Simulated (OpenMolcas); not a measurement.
Cu2+ with 4 ligands (chloride) in tetrahedral coordination (Td). A charge of +0.5 e stands 3.2 Å behind each ligand. Ligand basis ANO-RCC-VDZP.

* Program: OpenMolcas 26.06
* Method: SS-CASPT2, IPEA 0.25 Eh, imaginary shift 0.1 Eh (closed shells correlated: 3s 3p and the ligand valence shells)
* Basis: ANO-RCC-VDZP [5s4p2d1f]
* Scalar Hamiltonian: DKH2, point nucleus
* Active space: 9 electrons in 5 orbitals (3d)
* State averaging: 2S+1 = 2 even, 5 roots
* Spin-orbit coupling: state interaction with AMFI integrals over the reference wave functions

All ligands move together. At R = 2.33 Å |10Dq| is 3154 cm-1, and at R = 2.46 Å it is 2352 cm-1.

Q: A third run gives 3374 cm-1. What distance was it run at?

A: With a power law R^-n the two known points give n = -ln(2352 / 3154) / ln(2.46 / 2.33) = 5.40. Then R = 2.33 × (3154 / 3374)^(1/5.40) = 2.301 Å. The run was at 2.3 Å, so the estimate is off by +0.001 Å.

Roots that are degenerate in the reference are averaged as groups; the widest CASPT2 spread within a group is 110 cm-1 (the 3-fold group of multiplicity 2 near 0 cm-1 above the lowest state of its run, R = 2.46). Shifts and gaps below about the spread of the groups concerned are not significant. Over all roots computed the reference weight is 0.74 in R = 2.3, 0.74 in R = 2.33, 0.74 in R = 2.46; a low but even weight reflects the number of correlated electrons. An orbital triplet at a regular site is open to Jahn-Teller coupling, which can distort the site and quench the lowest spin-orbit gaps and is left out. A single d shell leaves out the double-shell effect, which counts most for late 3d ions, where the CASPT2 field can be off either way by tens of per cent. Ligand-to-metal charge-transfer states are missing. With one d shell and no ligand orbital active, 10Dq can be off by tens of per cent for divalent 3d ions, low with halides held by bare charges and at times high in hosts. Free-ion shares, where given, are those of the reference states; single-state CASPT2 does not remix them. No measured value stands beside these numbers; the geometry is a model, was not optimised and need not be the one that this ion takes.
